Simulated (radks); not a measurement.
Initial-state core-level shifts of the tellurium ion Te3+ when its valence configuration changes from [Kr] 4d10 5s2 5p1. Calculated with a radial shooting solver on a logarithmic mesh with Libxc functionals: Dirac Kohn-Sham, PBE, spin-unpolarised, spherical densities, finite nucleus; open shells are shared between the two j in proportion to 2j + 1; Fermi nuclear charge, rms radius 4.7423 fm. Shifts are changes of the shell-averaged eigenvalues in eV (positive: less bound); the change of the density at the nucleus, which sets a Mossbauer isomer shift, is in e/bohr^3, on a base of 2.28e+05.

| valence | 1s | 3s | 3d | 4p | density at nucleus |
|---|---|---|---|---|---|
| 4d9 5s2 5p2 | -9.639 | -9.710 | -9.806 | -7.872 | +24.76 |
| 4d9 5s1.5 5p2.5 | -10.317 | -10.387 | -10.482 | -8.526 | -13.60 |
| 4d10 5s1 5p2 | -1.412 | -1.405 | -1.403 | -1.370 | -71.20 |
| 4d8 5s2 5p3 | -19.480 | -19.592 | -19.800 | -15.687 | +50.88 |
| 4d10 5p3 | -2.795 | -2.784 | -2.779 | -2.713 | -144.44 |
| 4d9 5p4 | -12.312 | -12.383 | -12.475 | -10.451 | -131.62 |
| 4d9.5 5s2 5p1.5 | -4.794 | -4.833 | -4.879 | -3.944 | +12.21 |
| 4d10 5s1.5 5p1.5 | -0.710 | -0.706 | -0.705 | -0.689 | -35.33 |
| 4d8.5 5s2 5p2.5 | -14.534 | -14.629 | -14.779 | -11.787 | +37.66 |
